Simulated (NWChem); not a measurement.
System: BNH₃, doublet; SMILES B[NH]

```xyz
5

B      0.0133     0.7070     0.0000
N      0.0108    -0.6296     0.0000
H     -1.0143     1.3342     0.0000
H      1.0732     1.2920     0.0000
H      0.2895    -1.5931     0.0000
```
Atoms are numbered in this order, from 1.

Level: B3LYP/6-31G* (spherical d), spin-unrestricted (NWChem), optimised geometry, unscaled harmonic frequencies. In the optimisation the excess spin sits in a' (Cs, its own frame).

| frequency (cm⁻¹) | IR intensity (km/mol) |
|---|---|
| 131 | 161.9 |
| 286 | 80.9 |
| 766 | 22.1 |
| 919 | 10.6 |
| 1097 | 0.6 |
| 1395 | 3.4 |
| 2502 | 15.2 |
| 2581 | 55.2 |
| 3773 | 99.2 |

- zero-point energy = 19.2 kcal/mol
- thermal correction to the enthalpy at 298.15 K (with zero-point energy) = 22.4 kcal/mol
- heat capacity Cv = 11.2 cal/(mol K)
- entropy at 298.15 K and 1 atm (symmetry number 1, electronic part: spin degeneracy alone) = 60.3 cal/(mol K)
- dipole moment = 1.56 D

Rigid rotor and harmonic oscillator.
